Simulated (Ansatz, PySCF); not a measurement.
Species: C$_{2}$H$_{4}$BO, net charge 0, doublet state. SMILES: [B](O)C=C
Geometry: optimised at B3LYP-D3(BJ)/def2-TZVP (Ansatz, an electronic-structure program).

Quantity: enthalpy of formation at 298 K, in kcal/mol. Terms: no spin-orbit coupling; valence correlation only; no dispersion term unless named; non-relativistic; six Cartesian d functions in 6-31G* and its kin unless marked 5d; open shells spin-unrestricted. Ab initio and DFT rows: single points at B3LYP-D3(BJ) geometries (Ansatz), with unscaled harmonic terms from B3LYP/6-31G* (Ansatz) at its own minima, enthalpies of formation by atomisation with measured atoms. A UHF reference is markedly spin-contaminated in at least one set, which strains HF and MP2.

```
level                            program  enthalpy of formation at 298 K (kcal/mol)
------------------------  --------------  -----------------------------------------
HF/STO-3G                         Ansatz                                      107.9
HF/6-31G*                         Ansatz                                      200.8
BP86/def2-SVP                      PySCF                                      -35.4
B3LYP/6-31G*                      Ansatz                                        2.9
M06-2X/6-31G* (5d)                 PySCF                                       -2.7
MP2/STO-3G                        Ansatz                                       29.2
MP2/3-21G                         Ansatz                                      101.4
PBE/def2-TZVPD                    Ansatz                                      -25.9
B2PLYP-D3(BJ)/def2-TZVPD  Ansatz + dftd3                                        0.2
```

No value to compare with is used here. The 7 habitual levels span -35.4 (BP86/def2-SVP) to 200.8 kcal/mol (HF/6-31G*); B2PLYP-D3(BJ)/def2-TZVPD gives 0.2.

The levels are drawn from those run, B3LYP/6-31G* more often than the rest, none by its result; left out are runs that failed, that the program found above a lower state of the same kind, or whose <S^2> lies over 0.5 above the pure value.
